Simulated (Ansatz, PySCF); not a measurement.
System: sum formula H₆Si₂OF, net charge 1, singlet state. It need not be the lowest isomer of its formula. 
Geometry from a B3LYP-D3(BJ)/def2-TZVP (Ansatz, a first-principles code) optimisation:
```xyz
10

Si     1.2806     0.4242    -0.2180
F      1.3245     0.5446     1.3491
O     -0.1026    -0.6529    -0.5014
Si    -1.8550    -0.3282    -0.1712
H      2.3958    -0.3459    -0.7641
H      0.8711     1.6774    -0.8434
H     -1.7750     1.0939     0.1752
H     -2.4988    -0.6402    -1.4505
H     -2.1724    -1.2378     0.9333
H      0.1227    -1.5696    -0.7325
```
Charge +1, spin multiplicity 1.

Total electronic energies in hartree. Correlated levels leave the core frozen unless marked. Spin-orbit coupling is left out. Non-relativistic. Basis-set limits of correlation are two-point, X^-3; Hartree-Fock from the larger set. [CCSD(T)-MP2]/basis is that difference in the basis named.

```tsv
level	program	energy (Eh)
HF/cc-pV(T+d)Z	Ansatz	-755.63948
HF/cc-pVTZ	Ansatz	-755.63064
HF/cc-pV(Q+d)Z	Ansatz	-755.66449
PBE-D4/def2-TZVPD	Ansatz + dftd4	-757.10700
r2SCAN-D3(BJ)/def2-TZVPD	Ansatz + dftd3	-757.46133
B97M-V/def2-TZVPD	Ansatz	-757.38039
B3LYP-D3(BJ)/def2-TZVPD	Ansatz + dftd3	-757.65688
B3LYP/def2-TZVPD	Ansatz	-757.64393
PBE0/STO-3G	Ansatz	-747.92687
PBE0/def2-TZVPD	Ansatz	-757.16574
r2SCANh-D4/def2-TZVPD	Ansatz + dftd4	-757.44861
HSE06/def2-TZVPD	Ansatz	…
CAM-B3LYP/def2-TZVPD	PySCF	-757.56421
B2GP-PLYP-D4/def2-TZVPD	Ansatz + dftd4	…
RPA@PBE/cc-pV(T+d)Z	Ansatz	-756.80541
RPA@PBE/cc-pV(Q+d)Z	Ansatz	-756.93974
MP2/cc-pV(T+d)Z	Ansatz	-756.37080
RI-MP2/cc-pV(T+d)Z	Ansatz	-756.37054
CCSD/cc-pV(D+d)Z	Ansatz	-756.15062
CCSD/cc-pwCVTZ	Ansatz	-756.42489
CCSD(T)/cc-pV(T+d)Z	Ansatz	-756.43179
RI-MP2/CBS(cc-pV(T+d)Z,cc-pV(Q+d)Z)+[CCSD(T)-MP2]/cc-pV(D+d)Z	Ansatz	-756.5554
RI-MP2/CBS(cc-pV(T+d)Z,cc-pV(Q+d)Z)+[CCSD(T)-MP2]/cc-pV(T+d)Z	Ansatz	-756.5603
```

Question: Some entries are withheld; supply them.

Answer: 
- HSE06/def2-TZVPD, energy (Eh): -757.14469
- B2GP-PLYP-D4/def2-TZVPD, energy (Eh): -757.14286
